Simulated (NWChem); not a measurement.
# GeH4S3; SMILES [SH][GeH]([SH])[SH]

```xyz
8

Ge    -0.0029     0.0528    -0.3491
S     -1.7430    -1.0532     0.5636
S      0.1374     2.2115     0.2454
S      1.8499    -0.9953     0.3729
H     -0.1333     0.0763    -1.8888
H     -2.6631    -0.4836    -0.2473
H      0.1420     1.9637     1.5737
H      1.3704    -2.2372     0.1344
```
Atoms are numbered in this order, from 1.

Results from NWChem. STO-3G and 3-21G are far too small for this property and stand as cheap habits. Coordinates come from a B3LYP/6-31G* (spherical d) optimisation. GIAO values for the isolated, static molecule; σ is the absolute isotropic shielding, δ = σ(reference) − σ with the isolated reference molecule computed at the same levels (1H: tetramethylsilane).

```csv
level,σ Ge1 (ppm),σ S2 (ppm),σ S3 (ppm),δ H5 (ppm),δ H6 (ppm),δ H7 (ppm),δ H8 (ppm)
KT2/pcSseg-1,1226.9,597.3,600.1,6.90,1.58,1.43,1.51
Hartree-Fock/STO-3G,[?],[?],[?],[?],[?],[?],[?]
"LDA (Slater exchange, VWN5)/pcSseg-1",1100.0,555.6,557.8,7.38,1.94,1.79,1.88
```

**Question.** Complete the blanks.

**Answer.** 
- Hartree-Fock/STO-3G, σ Ge1 (ppm): 2247.5
- Hartree-Fock/STO-3G, σ S2 (ppm): 980.6
- Hartree-Fock/STO-3G, σ S3 (ppm): 984.0
- Hartree-Fock/STO-3G, δ H5 (ppm): 2.03
- Hartree-Fock/STO-3G, δ H6 (ppm): -2.02
- Hartree-Fock/STO-3G, δ H7 (ppm): -1.96
- Hartree-Fock/STO-3G, δ H8 (ppm): -2.04
